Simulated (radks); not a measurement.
Coulomb parameter of the 4f shell of the europium ion Eu3+ in the model configuration [Xe] 4f4.5 5d1.5, as a second difference U = [E(n + 1) + E(n - 1) - 2 E(n)] / (1)^2 with all orbitals relaxed. "Bare": the charge of the atom changes with n. "Screened": the 5d shell takes up the change at fixed total charge, which measures U(4f,4f) + U(5d,5d) - 2 U(4f,5d). Method: scalar-relativistic Kohn-Sham, PBEsol, spin-unpolarised, spherical densities, point nucleus; computed with a radial shooting solver on a logarithmic mesh with Libxc functionals.

case            configuration  E - E(n) (eV)
start        [Xe] 4f4.5 5d1.5          0.000
bare +1      [Xe] 4f5.5 5d1.5        -34.444
bare -1      [Xe] 4f3.5 5d1.5         54.341
screened +1  [Xe] 4f5.5 5d0.5        -13.849
screened -1  [Xe] 4f3.5 5d2.5         19.739

U(bare) = 19.898 eV, U(screened by 5d) = 5.890 eV, against the Slater integral F0(4f,4f) = 30.980 eV with frozen orbitals.
